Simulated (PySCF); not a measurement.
Correlation energy of Si²⁺ (silicon, charge +2)

[Ne] 3s2, closed-shell 1S. Computed with PySCF 2.14 in aug-cc-pVDZ-DK (5s4p2d, 27 functions), with the spin-free X2C one-electron Hamiltonian (Gaussian nucleus). Frozen: [Ne]; 2 electrons correlated.

With two correlated electrons CCSD is exact within the correlated space (frozen core and kept virtual orbitals).

| level | correlation energy (mhartree) |
| --- | --- |
| CCSD | -43.45 |

Diagnostics: T1 = 0.0053, D1 = 0.0075, largest double amplitude 0.117.

Task: Is a single reference adequate?

Result: Mostly. T1 lies below 0.03, but a double amplitude of this size points to a near-degeneracy that CCSD handles and MP2 describes poorly.
